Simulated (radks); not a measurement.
Results of a calculation; reference values are marked as such.
Q: Level of theory: non-relativistic Kohn-Sham, LDA (Slater exchange, Perdew-Wang correlation), spin-unpolarised, spherical densities, point nucleus (a radial shooting solver on a logarithmic mesh with Libxc functionals). Response by self-consistent Sternheimer equations with the Hartree and adiabatic LDA kernel. For heavy and open-shell atoms this level of theory can miss by tens of per cent. Estimate the static dipole polarisabilities of Er ([Xe] 4f12 6s2) and Eu3+ ([Xe] 4f6) and the C6 coefficients of the three pairs.

A: alpha = 176.2 and 6.091 bohr^3; C6 = 2710 (Er-Er), 191.5 (Er-Eu3+), 35.12 (Eu3+-Eu3+) hartree bohr^6.
